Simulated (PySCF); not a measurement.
# Nuclear quadrupole coupling in `C/C=C(/CO)CCl`

Species: C5H9ClO.
Z-matrix (Å and degrees, GFN2-xTB geometry), rows numbered from 1:
```
C 
C   1  1.4905
C   2  1.3293  1  126.92
C   3  1.5107  2  121.84  1  -178.01
O   4  1.4129  3  112.29  2  -121.05
C   3  1.4949  2  124.42  1     1.77
Cl  6  1.8005  3  110.10  2   -83.43
H   1  1.0887  2  109.40  3   128.80
H   1  1.0904  2  109.98  3  -113.43
H   1  1.0847  2  112.31  3     8.31
H   2  1.0833  1  114.63  3  -179.17
H   4  1.0980  3  110.34  2     3.03
H   4  1.0943  3  109.58  2   122.60
H   5  0.9634  4  108.74  3    62.56
H   6  1.0885  3  113.06  2    35.52
H   6  1.0897  3  110.23  2   159.43
```

Field gradients from the PBE0/pcSseg-1 density (PySCF, non-relativistic), principal values in atomic units, ordered |Vxx| ≤ |Vyy| ≤ |Vzz|:

```json
{"atom": "O5", "Vxx": "0.0349", "Vyy": "1.8910", "Vzz": "-1.9259"}
{"atom": "Cl7", "Vxx": "-1.9331", "Vyy": "-2.0145", "Vzz": "3.9476"}
```

Q: Find the asymmetry η = (Vxx − Vyy)/Vzz and the couplings χ = eQV/h (234.96 MHz × Q in barn × V in au), with Q(17O) = −0.0256 b, Q(35Cl) = −0.0817 b.

A: 
```csv
atom,environment,nucleus,η,χzz (MHz),χxx (MHz),χyy (MHz)
O5,alcohol oxygen,17O,0.96,11.58,-0.21,-11.37
Cl7,alkyl chlorine,35Cl,0.02,-75.78,37.11,38.67
```

The gradient is axial or nearly so (η below 0.05) at Cl7. At O5 η is above 0.9: Vyy and Vzz are nearly equal in size and opposite in sign, so a small change could swap them and flip the sign of χzz. The tensor is traceless: Vxx + Vyy + Vzz = 0.

Q: What is Vzz at Cl7 in SI units (1 au = 9.71736 × 10²¹ V/m²)?

A: 3.9476 au = 38.360 × 10²¹ V/m².

Q: What couplings would deuterons (Q(2H) = 0.00286 b) have in place of the hydrogens, at this geometry?

A: 
| atom | bonded to | bond length (Å) | Vzz (au) | η | χzz (kHz) |
| --- | --- | --- | --- | --- | --- |
| H8 | C1 | 1.089 | 0.3124 | 0.03 | 210 |
| H9 | C1 | 1.090 | 0.3106 | 0.02 | 209 |
| H10 | C1 | 1.085 | 0.3169 | 0.04 | 213 |
| H11 | C2 | 1.083 | 0.3206 | 0.07 | 215 |
| H12 | C4 | 1.098 | 0.2873 | 0.05 | 193 |
| H13 | C4 | 1.094 | 0.2900 | 0.04 | 195 |
| H14 | O5 | 0.963 | 0.4665 | 0.14 | 314 |
| H15 | C6 | 1.088 | 0.3043 | 0.04 | 204 |
| H16 | C6 | 1.090 | 0.2948 | 0.03 | 198 |

Isolated species at its GFN2-xTB geometry (one conformer only). GFN2-xTB bond lengths can be off by several hundredths of an ångström, more for odd bonds, and the gradients follow them. With a basis this small, the couplings can be 20 % off.

The run behind these numbers computed NMR shieldings as well. On one thread, x86-64 server, shared host, this took 29 s wall.
